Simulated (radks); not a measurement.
Task: The gadolinium ion Gd8+ is in [Kr] 4d10 4f4 5s2 5p4. Calculated with a radial shooting solver on a logarithmic mesh with Libxc functionals: scalar-relativistic Kohn-Sham, PBEsol, spin-polarised, spherical densities, finite nucleus; Fermi nuclear charge, rms radius of each element as measured or else 0.836 A^(1/3) + 0.57 fm. Open shells are filled with parallel spins first. One electron is removed from 4f, 4d, 5s, 5p in turn, with full relaxation. Which removal costs least, and what does each cost?

Result: 5p 139.00 eV; 4f 152.86 eV; 5s 167.36 eV; 4d 292.03 eV. The 5p electron leaves first.
